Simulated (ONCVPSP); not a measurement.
**Varying the ONCV potential for lithium (Li)**

Base potential:

* Element: Li (Z = 3)
* Generator: ONCVPSP 4.0.1
* Type: optimised norm-conserving Vanderbilt (ONCV)
* Functional: PBE
* Relativity: scalar-relativistic
* Frozen core: none
* Valence charge: 3
* Reference configuration: 1s2 2s0.75 2p0.25
* Partial waves: 1s+2s: rc 1.00 bohr, ncon 5, nbas 8, qcut 15.6 1/bohr, 2 projectors; 2p: rc 4.00 bohr, ncon 3, nbas 6, qcut 1.9 1/bohr, 3 projectors, debl 0.8 Ha; d scattering state at 0.04 Ha: rc 4.40 bohr, ncon 4, nbas 7, qcut 2.1 1/bohr, 2 projectors, debl 2.8 Ha
* Local potential: polynomial inside 0.70 bohr (lpopt 5, dvloc0 0 Ha)
* Core correction: none

Cutoffs, loose and tight: the cutoffs (Ha) at which the residual kinetic energy of the hardest occupied pseudo-wave falls to 1 and 0.1 mHa per electron. They do not see the model core or the augmentation charge, which bear on the density cutoff. Test errors are all-electron minus pseudo excitation energies from the reference, over the configurations 1s2 2s1 2p0; 1s2 2s0 2p0; 1s2 2s0.5 2p0; 1s1 2s1 2p0. A dash means not determined; rows that change the core or the reference have their own tests.

```csv
change,outcome,"cutoff, loose","cutoff, tight",bound ghosts,GHOST(+) flags above zero,largest test error (meV)
base,generated,69 Ha,84 Ha,none,none,+348
"all radii scaled by about 1.14 (s 1.14, p 4.56, d 5.02 bohr); local potential polynomial inside 0.80 bohr (lpopt 5, dvloc0 0 Ha)",generated,59 Ha,73 Ha,none,none,+503
"core [He], valence charge 1; reference 2s1; waves now 2s: rc 2.45 bohr, ncon 4, nbas 9, qcut 2.9 1/bohr, 3 projectors, debl 2.8 Ha; p scattering state at 0.03 Ha: rc 2.10 bohr, ncon 5, nbas 9, qcut 4.3 1/bohr, 1 projector; d scattering state at 0.13 Ha: rc 2.35 bohr, ncon 5, nbas 9, qcut 4.4 1/bohr, 3 projectors, debl 3.4 Ha; local potential polynomial inside 1.75 bohr (lpopt 1, dvloc0 3 Ha)",generated,2.2 Ha,3.4 Ha,none,none,1 of 2 tests not solved or not reliable
"local potential polynomial inside 0.60 bohr (lpopt 5, dvloc0 0 Ha)",generated,69 Ha,84 Ha,none,none,+351
s: qcut 20.5; p: qcut 2.5; d: qcut 2.8,generated,67 Ha,80 Ha,none,d,+337
d: nbas 9,generated,69 Ha,84 Ha,none,none,+348
p: debl 2.95,generated,69 Ha,84 Ha,none,p,+351
```
